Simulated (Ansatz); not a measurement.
Geometry optimisation, RKS r2SCAN/def2-SVP (Ansatz 0.2.0).

Input:

```yaml
crystal:
  periodic: [false, false, false]
  atoms:
    - { symbol: O, position_ang: [-0.27555, 1.13519, -0.22203] }
    - { symbol: Si, position_ang: [-0.13345, -0.42811, 0.06094] }
    - { symbol: F, position_ang: [-1.65491, -0.94361, 0.00604] }
    - { symbol: S, position_ang: [1.46332, -1.52839, 0.40136] }
    - { symbol: H, position_ang: [0.45883, 1.75, -0.25751] }
basis:
  gaussian: { orbitals: def2-SVP }
hamiltonian:
  xc: r2scan
relax:
  f_tol: 0.015
  max_steps: 40
```

Run as:

```bash
$ ansatz run input.yaml --threads 1 --pin off --max-ram 2048MiB --backend cpu --events-out ev --progress --plain --runs-dir out
```

Task: Where does it end, and by what steps?

Result: It converged. After 5 steps the energy has fallen by 0.063 eV; H5 moved furthest, 0.09 Å.

| step | energy less start (eV) | largest force component (eV/Å) | accepted |
| --- | --- | --- | --- |
| 0 | 0.0000 | 1.736 | yes |
| 1 | -0.0336 | 0.774 | yes |
| 2 | -0.0466 | 0.341 | yes |
| 3 | -0.0561 | 0.203 | yes |
| 4 | -0.0614 | 0.187 | yes |
| 5 | -0.0630 | 0.009 | yes |

```xyz
5
Properties=species:S:1:pos:R:3
O -0.316 1.169 -0.230
Si -0.136 -0.430 0.061
F -1.651 -0.954 0.008
S 1.455 -1.478 0.392
H 0.507 1.678 -0.242
```

Whether the end is a true minimum wasn't checked by a vibrational analysis.

Run time: 41 s on 1 thread of Intel(R) Xeon(R) Processor @ 2.50GHz (Skylake/Cascade Lake) (shared host), peak memory 0.17 GiB.
